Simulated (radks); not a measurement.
Question: All-electron atom: Ir II in [Xe] 4f14 5d5 6s1 6p2 (not the ground configuration). Method: non-relativistic Kohn-Sham, r2SCAN, spin-polarised, spherical densities, point nucleus; open shells are filled with parallel spins first (spin-orbit coupling, left out, can overturn this in heavy ions); meta-GGA in the generalised Kohn-Sham scheme; relativity is left out, which matters for an element this heavy; computed with a radial shooting solver on a logarithmic mesh with Libxc functionals. Some entries of the table are withheld. Estimate them.

orbital  occ.  eigenvalue (eV)  <r> (bohr)
1s up       1        -69368.95     0.01967
1s down     1        -69368.91     0.01967
2s up       1        -11551.84     0.08293
2s down     1        -11551.19     0.08293
2p up       3        -11088.38     0.07013
2p down     3        -11087.89     0.07012
3s up       1        -2702.204      0.2096
3s down     1        -2702.100      0.2096
3p up       3        -2485.508      0.2000
3p down     3        -2485.357      0.2000
3d up       5        -2082.261      0.1751
3d down     5        -2081.879      0.1751
4s up       1        -581.7532      0.4637
4s down     1        -581.3599      0.4638
4p up       3        -488.6193      0.4692
4p down     3        -488.1722      0.4692
4d up       5        -318.4577      0.4809
4d down     5        -317.8719      0.4806
5s up       1        -100.5968       1.075
5s down     1         -96.2797       1.066
4f up       7              (1)      0.5221
4f down     7              (2)      0.5188
5p up       3         -71.7168       1.167
5p down     3         -66.9703       1.154
5d up       5         -26.6956       1.516
5d down     0         -20.7627       1.486
6s up       1         -16.9023       2.719
6p up       2         -10.7791       3.206

Answer: 
(1) 4f up eigenvalue (eV): -93.5645
(2) 4f down eigenvalue (eV): -92.7161
